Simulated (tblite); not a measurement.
C4H11B2N.
SMILES with atom numbers: `[CH3:1][B:2]1[CH2:3][CH2:4][B:5]([CH3:6])[NH:7]1` (hydrogens: H8, H9, H10 on C1; H11, H12 on C3; H13, H14 on C4; H15, H16, H17 on C6; H18 on N7)

Computed with GFN2-xTB (tblite), gas phase: L-BFGS steps from a force-field or distance-geometry start until the largest atomic force falls under 0.01 eV/Å.

Step 47: E = -533.6155 eV
```
atom  x, y, z in Å  |  force x, y, z in eV/Å
C1     -2.6793   -0.4317    0.2441    0.020  -0.016  -0.030
B2     -1.1707   -0.0313   -0.0126    0.027   0.003  -0.014
C3     -0.5926    1.4310   -0.2225    0.021   0.033   0.006
C4      0.8646    1.2181   -0.7011   -0.019  -0.016   0.020
B5      1.1355   -0.3321   -0.4863   -0.078  -0.016   0.027
C6      2.5180   -1.0728   -0.6741   -0.047   0.010   0.009
N7     -0.0886   -0.9412   -0.1115   -0.008   0.021  -0.020
H8     -2.9804   -0.2254    1.2708    0.048   0.017  -0.028
H9     -2.8827   -1.4838    0.0567    0.025  -0.027   0.023
H10    -3.3438    0.1468   -0.3944   -0.025   0.006   0.033
H11    -1.1648    2.0606   -0.9046    0.030   0.002  -0.035
H12    -0.5843    1.9656    0.7301   -0.013   0.014   0.015
H13     0.9504    1.4785   -1.7590   -0.022  -0.004   0.019
H14     1.5646    1.8738   -0.1802   -0.027   0.011  -0.005
H15     2.4892   -2.1374   -0.4541   -0.021   0.003   0.016
H16     3.2720   -0.6201   -0.0330    0.038  -0.035  -0.001
H17     2.8795   -0.9594   -1.6946    0.005   0.000   0.002
H18    -0.1955   -1.9328    0.0496    0.045  -0.006  -0.035
```

Step 48: E = -533.6163 eV
```
atom  x, y, z in Å  |  force x, y, z in eV/Å
C1     -2.6784   -0.4339    0.2429    0.030  -0.006  -0.025
B2     -1.1697   -0.0293   -0.0103    0.006   0.013  -0.039
C3     -0.5921    1.4338   -0.2224    0.003   0.017   0.017
C4      0.8647    1.2217   -0.7002   -0.006  -0.038   0.020
B5      1.1365   -0.3280   -0.4812   -0.047  -0.041  -0.007
C6      2.5164   -1.0750   -0.6737   -0.036   0.019   0.015
N7     -0.0875   -0.9384   -0.1103   -0.015   0.024  -0.010
H8     -2.9806   -0.2291    1.2691    0.044   0.022  -0.010
H9     -2.8784   -1.4864    0.0563    0.027  -0.038   0.016
H10    -3.3459    0.1419   -0.3948   -0.017   0.011   0.026
H11    -1.1654    2.0621   -0.9048    0.032   0.003  -0.030
H12    -0.5827    1.9679    0.7301   -0.021   0.026   0.021
H13     0.9509    1.4779   -1.7588   -0.026  -0.005   0.006
H14     1.5639    1.8804   -0.1831   -0.019   0.018   0.008
H15     2.4828   -2.1401   -0.4525   -0.023   0.029  -0.003
H16     3.2750   -0.6274   -0.0340    0.030  -0.033  -0.006
H17     2.8765   -0.9614   -1.6955   -0.010  -0.013   0.030
H18    -0.1949   -1.9306    0.0466    0.048  -0.008  -0.028
```

Step 49: E = -533.6172 eV
```
atom  x, y, z in Å  |  force x, y, z in eV/Å
C1     -2.6776   -0.4357    0.2426    0.031   0.003  -0.020
B2     -1.1692   -0.0277   -0.0103   -0.021   0.016  -0.055
C3     -0.5917    1.4363   -0.2228   -0.019  -0.002   0.027
C4      0.8649    1.2242   -0.6989    0.013  -0.033   0.008
B5      1.1362   -0.3254   -0.4782    0.005  -0.045  -0.040
C6      2.5145   -1.0765   -0.6726    0.000   0.027   0.025
N7     -0.0878   -0.9368   -0.1125   -0.020   0.022   0.002
H8     -2.9789   -0.2308    1.2687    0.043   0.023   0.008
H9     -2.8753   -1.4891    0.0583    0.031  -0.035   0.010
H10    -3.3494    0.1379   -0.3925   -0.006   0.010   0.015
H11    -1.1648    2.0631   -0.9069    0.033   0.004  -0.022
H12    -0.5825    1.9704    0.7295   -0.028   0.032   0.021
H13     0.9516    1.4789   -1.7580   -0.028  -0.015   0.010
H14     1.5635    1.8855   -0.1842   -0.019   0.011   0.016
H15     2.4782   -2.1419   -0.4500   -0.027   0.047  -0.019
H16     3.2776   -0.6330   -0.0337    0.001  -0.035  -0.020
H17     2.8756   -0.9634   -1.6953   -0.029  -0.022   0.057
H18    -0.1938   -1.9297    0.0402    0.039  -0.009  -0.021
```

Task: Estimate the geometry and energy of step 50. (The exact step hangs on the optimiser's Hessian estimate; all steps are aligned on step 49, rigid shifts and turns removed.)

Result: E = -533.6183 eV, largest force 0.090 eV/Å
```
atom  x, y, z in Å  |  force x, y, z in eV/Å
C1     -2.6762   -0.4380    0.2425    0.015   0.009  -0.003
B2     -1.1691   -0.0256   -0.0124   -0.049   0.014  -0.059
C3     -0.5913    1.4393   -0.2233   -0.035  -0.020   0.029
C4      0.8657    1.2266   -0.6969    0.019  -0.019   0.000
B5      1.1357   -0.3232   -0.4760    0.059  -0.024  -0.064
C6      2.5123   -1.0778   -0.6706    0.030   0.021   0.030
N7     -0.0889   -0.9352   -0.1170   -0.015   0.005   0.011
H8     -2.9754   -0.2323    1.2692    0.049   0.020   0.017
H9     -2.8712   -1.4930    0.0621    0.035  -0.018   0.002
H10    -3.3544    0.1330   -0.3884    0.008   0.003   0.001
H11    -1.1634    2.0645   -0.9101    0.034   0.004  -0.013
H12    -0.5832    1.9747    0.7283   -0.034   0.031   0.019
H13     0.9525    1.4806   -1.7564   -0.027  -0.025   0.005
H14     1.5626    1.8917   -0.1847   -0.015  -0.003   0.025
H15     2.4722   -2.1431   -0.4464   -0.032   0.051  -0.032
H16     3.2807   -0.6404   -0.0333   -0.019  -0.021  -0.018
H17     2.8747   -0.9662   -1.6934   -0.045  -0.029   0.063
H18    -0.1921   -1.9293    0.0303    0.021   0.002  -0.014
```

The energy changes by -0.0011 eV. The first-order estimate −F·Δx gives -0.0015 eV and the mean of the old and new forces, exact on a quadratic surface, -0.0011 eV. The step makes an angle of 70° with the force vector and moves no atom by more than 0.010 Å.

What follows is the cost of the whole relaxation. On Intel Xeon at 2.50 GHz, one thread, no GPU, shared host, this took 1.7 s of wall time.
